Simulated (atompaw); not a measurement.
## An all-electron radial function and its pseudo partner (iodine (I))

Columns: radius, all-electron u(r) and pseudo u(r) of the 4d shell (level -50.28 eV) of iodine in the configuration [Ar] 3d10 4s2 4p6 4d10 5s2 5p5; PBE, scalar-relativistic, PAW (atompaw) scheme, atompaw 4.2.0.5.

```csv
r (bohr),all-electron,pseudo
0.054,-0.1285,0.0009
0.108,-0.4249,0.0072
0.162,-0.6062,0.0235
0.215,-0.5910,0.0532
0.269,-0.4193,0.0995
0.323,-0.1604,0.1630
0.377,0.1254,0.2427
0.431,0.3973,0.3360
0.485,0.6329,0.4389
0.538,0.8195,0.5443
0.592,0.9622,0.6507
0.646,1.0598,0.7504
0.700,1.1179,0.8380
0.754,1.1432,0.9092
0.808,1.1422,0.9606
0.862,1.1212,0.9907
0.915,1.0861,0.9995
0.969,1.0399,0.9887
1.023,0.9868,0.9606
1.077,0.9295,0.9188
1.131,0.8701,0.8674
1.185,0.8106,0.8108
1.238,0.7529,0.7535
1.292,0.6960,0.6961
1.346,0.6414,0.6414
1.400,0.5895,0.5895
```

Question: How many radial nodes do the two functions have?

Answer: The all-electron 4d function has n − l − 1 = 1; the pseudo-wave has 0, since the states of the same l below it are removed with the core.

Question: Is the pseudo-wave norm-conserving?

Answer: No, it belongs to a PAW set: the norm inside the radius is not constrained, and the difference is carried by the augmentation charge.
